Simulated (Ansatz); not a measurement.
Consider the ligand exchange at a B–Se bond: `CB([SeH])[SeH]` + H–F → `CB(F)[SeH]` + H₂Se.

Isolated molecules relaxed with PBE0-D4/def2-TZVP in Ansatz; ΔE leaves out vibrations. CCSD(T)/CBS adds triple-zeta CCSD(T) − MP2 to the extrapolated MP2 energy (def2 sets, frozen cores). This one scheme is used for every species. DFT in def2-TZVPP. B3LYP here is the variant with VWN-RPA as its local correlation; programs differ in this. For Se outer-core shells are correlated without core-valence functions, which leaves a few kJ/mol of doubt a bond. Scalar relativity is left out up to krypton. One conformer a species, not always the lowest.

Question: Is it downhill or uphill in electronic energy at CCSD(T)/CBS, and by how much? (An estimate is asked.)

Answer: The calculation gave: Downhill: ΔE = -54.4 kJ/mol.

Question: What do these levels give: r2SCAN-D4, B3LYP-D4, PBE0, B3LYP, HF/def2-TZVPP, SCS-MP2/def2-QZVPP? (Best estimate.)

Answer: The calculation gave: r2SCAN-D4 -68.4, B3LYP-D4 -70.4, PBE0 -64.8, B3LYP -82.1, HF/def2-TZVPP -94.0, SCS-MP2/def2-QZVPP -56.3 kJ/mol.

Largest T1 diagnostic among the species: 0.011.

In def2-TZVPP, CCSD(T) changes the Hartree–Fock value by +33.6 kJ/mol (the triples alone add +5.2 kJ/mol) and MP2 by +45.5 kJ/mol. The D4 term adds +11.6 kJ/mol with B3LYP and +6.1 kJ/mol with PBE0; it sums over pairs of atoms, weighted by their polarisabilities, and B3LYP, whose exchange is more repulsive, gets the larger term.
